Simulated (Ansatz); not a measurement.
PBE exchange is replaced step by step with exact exchange (0 % is PBE, 25 % PBE0; no dispersion term), basis def2-SVP, Ansatz. System: Sn₂F₄ (the lowest singlet isomer of a short search). Total charge 0; singlet. Geometry: PBE0-D4/def2-SVP, each spin state at its own.

Geometry of the singlet:

Cartesian coordinates in Å:
```
Sn -0.875 -1.447 -0.309
Sn 0.890 1.455 0.307
F 0.318 -0.431 1.162
F -0.326 0.452 -1.152
F -2.466 -0.609 0.454
F 2.459 0.581 -0.463
```

In the def2 sets Sn takes a core potential; there is no spin–orbit coupling. The structure comes from a short search, and lower isomers may exist.

| exact exchange (%) | HOMO (eV) | LUMO (eV) | gap (eV) | triplet − singlet (kJ/mol) | quintet − singlet (kJ/mol) |
| --- | --- | --- | --- | --- | --- |
| 10 | -7.34 | -2.27 | 5.06 | 350.8 | 709.8 |
| 15 | -7.58 | -2.14 | 5.45 | 351.4 | 710.0 |
| 40 | -8.81 | -1.43 | 7.38 | 351.8 | 707.1 |
